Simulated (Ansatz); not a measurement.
`B1CB[SiH2]1`, 10 atoms. Total charge 0; spin multiplicity 1. All runs use 2 threads of an Intel Xeon 6975P-C on a shared host. Correlated methods freeze the cores.

Q: Give the basis size and wall time and peak host memory of each of these runs in Ansatz. RHF-CCSD(T)/def2-SVP energy; direct RPA on PBE orbitals/def2-TZVPP energy; RKS PBE0-D4/def2-QZVPP energy; RKS PBE0-D4/def2-TZVP frequencies; RHF-MP2/def2-QZVPP energy; RKS ωB97M-V/def2-SVP energy; RKS CAM-B3LYP-D4/def2-TZVPP energy; RKS ωB97M-V/def2-QZVPP energy; RKS PBE0-D4/def2-TZVP relaxation (40 steps); RKS PBE0-D4/def2-SVP energy; RHF-CCSD(T)/def2-TZVPP energy; RKS B2PLYP (frozen core)/def2-TZVPP energy. (An estimate is asked.)

A: Ansatz gave: Other jobs shared the machine, so times are rough.

| level | job | functions | wall time | peak host memory (GiB) |
| --- | --- | --- | --- | --- |
| RKS PBE0-D4/def2-SVP | energy | 90 | 0.65 s | 0.39 |
| RHF-CCSD(T)/def2-SVP | energy | 90 | 1.6 s | 0.39 |
| RKS CAM-B3LYP-D4/def2-TZVPP | energy | 219 | 2.1 s | 0.49 |
| RKS ωB97M-V/def2-SVP | energy | 90 | 2.2 s | 0.39 |
| direct RPA on PBE orbitals/def2-TZVPP | energy | 219 | 3.1 s | 0.48 |
| RKS B2PLYP (frozen core)/def2-TZVPP | energy | 219 | 3.6 s | 0.51 |
| RKS PBE0-D4/def2-QZVPP | energy | 421 | 6 s | 1.1 |
| RKS ωB97M-V/def2-QZVPP | energy | 421 | 12 s | 1.4 |
| RHF-MP2/def2-QZVPP | energy | 421 | 15 s | 2.3 |
| RHF-CCSD(T)/def2-TZVPP | energy | 219 | 26 s | 3.6 |
| RKS PBE0-D4/def2-TZVP | relaxation (40 steps) | 166 | 74 s | 0.41 |
| RKS PBE0-D4/def2-TZVP | frequencies | 166 | 77 s | 0.4 |
